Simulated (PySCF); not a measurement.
## Mayer bond orders and bond lengths

Compound: CH₁₃NOSi₄.
SMILES with atom numbers: `[CH3:1][SiH2:2][O:3][SiH2:4][N:5]([SiH3:6])[SiH3:7]` (hydrogens: H8, H9, H10 on C1; H11, H12 on Si2; H13, H14 on Si4; H15, H16, H17 on Si6; H18, H19, H20 on Si7)

Cartesian coordinates in Å at the PBE0-D3(BJ)/def2-SVP level; atoms count from 1:
```xyz
20
CH13NOSi4 angstrom
C      3.1317   -0.7159    0.2811
Si     2.3708   -0.3148   -1.3746
O      0.7555    0.0512   -1.1818
Si    -0.4038    1.1858   -0.8687
N     -1.6166    0.3341    0.0469
Si    -1.3520   -1.3558    0.4485
Si    -3.0840    1.1491    0.5451
H      2.6196   -1.5713    0.7478
H      3.0573    0.1441    0.9647
H      4.1973   -0.9716    0.1671
H      2.4547   -1.4824   -2.2988
H      3.0637    0.8540   -2.0010
H      0.1801    2.3187   -0.0869
H     -0.9628    1.7200   -2.1446
H     -1.2586   -2.2286   -0.7581
H     -2.5442   -1.7752    1.2504
H     -0.1299   -1.5563    1.2840
H     -2.9905    2.5587    0.0520
H     -4.3018    0.5108   -0.0401
H     -3.2324    1.1653    2.0319
```

Bond orders from the PBE0/pcSseg-1 density (PySCF). The structure is a single PBE0-D3(BJ)/def2-SVP conformer in the gas phase; no vibrational or solvent corrections.

(1) Where do the orders between heavy atoms depart from those drawn in the SMILES?

(2) Set the Mayer orders of the bonds between heavy atoms beside their lengths.

## Answers

(1) The largest departure is 0.143, at Si2–O3 (drawn single, 0.857). Drawn single, order below 0.88: Si2–O3 (0.857) and N5–Si6 (0.868).

(2) 
```json
{"bond": "C1–Si2", "drawn as": "single", "length (Å)": "1.866", "Mayer order": "0.960"}
{"bond": "Si2–O3", "drawn as": "single", "length (Å)": "1.667", "Mayer order": "0.857"}
{"bond": "O3–Si4", "drawn as": "single", "length (Å)": "1.652", "Mayer order": "0.902"}
{"bond": "Si4–N5", "drawn as": "single", "length (Å)": "1.742", "Mayer order": "0.898"}
{"bond": "N5–Si6", "drawn as": "single", "length (Å)": "1.757", "Mayer order": "0.868"}
{"bond": "N5–Si7", "drawn as": "single", "length (Å)": "1.751", "Mayer order": "0.894"}
```

Bonds between the same two heavy elements. O–Si: lowest Si2–O3 (0.857, 1.667 Å), highest O3–Si4 (0.902, 1.652 Å). N–Si: lowest N5–Si6 (0.868, 1.757 Å), highest Si4–N5 (0.898, 1.742 Å).

And the bonds to hydrogen?

C–H: 0.95 (3 bonds); H–Si: 0.90 to 0.93 (10 bonds).

Sum the orders of all bonds at each heavy atom with more than one neighbour and set the sums beside the valence in the SMILES.

C1 3.819 (drawn 4), Si2 3.682 (drawn 4), O3 1.759 (drawn 2), Si4 3.609 (drawn 4), N5 2.660 (drawn 3), Si6 3.657 (drawn 4), Si7 3.681 (drawn 4). Orders between atoms that aren't bonded are not in these sums.

For a closed shell the Mayer order of atoms A and B is Σ (PS)μν (PS)νμ over the basis functions μ on A and ν on B, with P the density and S the overlap matrix.
